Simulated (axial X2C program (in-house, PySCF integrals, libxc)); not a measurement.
## CoSi⁻ along the bond: PBE0, 2c

Computed with an in-house all-electron X2C program for linear molecules (integrals from PySCF). Two-component (2c) means X2C with spin–orbit coupling and atomic mean-field two-electron Coulomb and Gaunt terms. Basis: Co dyall-acv3z [10s11p7d4f2g], Si dyall-av3z [9s8p3d2f] (cores contracted in-house); Gaussian nuclei, density fitting, unrestricted open shells. Masses: Co 58.933 u, Si 27.977 u.

State: Ω = 3 (⟨Sz⟩ = 0.00, ⟨Lz⟩ = 3.00 at PBE0). Dipoles are positive if Si is the positive end and refer to the centre of mass.

```json
{"R (Å)": "1.932", "μ (D)": "-2.656", "HOMO (eV)": "0.52", "LUMO (eV)": "1.84"}
{"R (Å)": "2.021", "μ (D)": "-2.923", "HOMO (eV)": "0.45", "LUMO (eV)": "1.84"}
{"R (Å)": "2.088", "μ (D)": "-3.090", "HOMO (eV)": "0.40", "LUMO (eV)": "1.85"}
{"R (Å)": "2.154", "μ (D)": "-3.229", "HOMO (eV)": "0.35", "LUMO (eV)": "1.85"}
{"R (Å)": "2.221", "μ (D)": "-3.342", "HOMO (eV)": "0.30", "LUMO (eV)": "1.85"}
{"R (Å)": "2.299", "μ (D)": "-3.443", "HOMO (eV)": "0.24", "LUMO (eV)": "1.85"}
{"R (Å)": "2.377", "μ (D)": "-3.516", "HOMO (eV)": "0.17", "LUMO (eV)": "1.85"}
{"R (Å)": "2.476", "μ (D)": "-3.582", "HOMO (eV)": "0.09", "LUMO (eV)": "1.85"}
{"R (Å)": "2.599", "μ (D)": "-3.642", "HOMO (eV)": "-0.02", "LUMO (eV)": "1.86"}
{"R (Å)": "2.776", "μ (D)": "-3.740", "HOMO (eV)": "-0.16", "LUMO (eV)": "1.86"}
```

Question: The minimum lies at 2.215 Å. What is the dipole moment there?

Answer: At PBE0, 2c, with the sign and origin stated: μ = -3.33 D.

Occupations by symmetry block were frozen at the best pattern of an incomplete PBE0 search. Density functionals use the spin component along the axis (collinear). Other states lie close and PBE0, whose exact exchange favours high spin, may order them wrongly; the determinant shown need not be the ground state. The nearest other 2c determinant of the search, Ω = 3, lies 0.17 eV up at the distance of the search. Without a current term, density functionals place determinants with orbital angular momentum somewhat too high. With several unpaired electrons one determinant need not be a pure state. The highest occupied level of some functionals is positive through self-interaction error; at Hartree–Fock it is bound. The determinant is spin-polarised beyond a pure state at some levels (its spin-free form has ⟨S²⟩ too high), which makes Re and μ there less reliable. The LUMO of an anion is an unbound level whose energy the basis sets.
